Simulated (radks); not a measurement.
The numbers below are computed, except where a source is named.
Q: As, configuration [Ar] 3d9 4p6 (not the ground configuration). Level of theory: Dirac Kohn-Sham, PBE, spin-unpolarised, spherical densities, finite nucleus; open shells fill j = l - 1/2 first; Fermi nuclear charge, rms radius 4.0968 fm (a radial shooting solver on a logarithmic mesh with Libxc functionals). Some entries of the table are withheld. Estimate them.

orbital  occ.  eigenvalue (eV)  <r^2> (bohr^2)  r(max) (bohr)
1s1/2       2        -11731.53        0.002786        0.02973
2s1/2       2        -1503.275         0.04842         0.1702
2p1/2       2        -1344.743             (1)         0.1342
2p3/2       4        -1308.197             (2)         0.1373
3s1/2       2        -204.6679          0.4053         0.5201
3p1/2       2        -151.2797          0.4261         0.5131
3p3/2       4        -146.1366          0.4404         0.5214
3d3/2       4              (3)          0.5220         0.4690
3d5/2       5              (4)          0.5285         0.4717
4p1/2       2          -7.8673             (5)          1.791
4p3/2       4          -7.4914             (6)          1.823

A: 
(1) 2p1/2 <r^2> (bohr^2): 0.03746
(2) 2p3/2 <r^2> (bohr^2): 0.03894
(3) 3d3/2 eigenvalue (eV): -54.7293
(4) 3d5/2 eigenvalue (eV): -53.9536
(5) 4p1/2 <r^2> (bohr^2): 5.796
(6) 4p3/2 <r^2> (bohr^2): 6.027
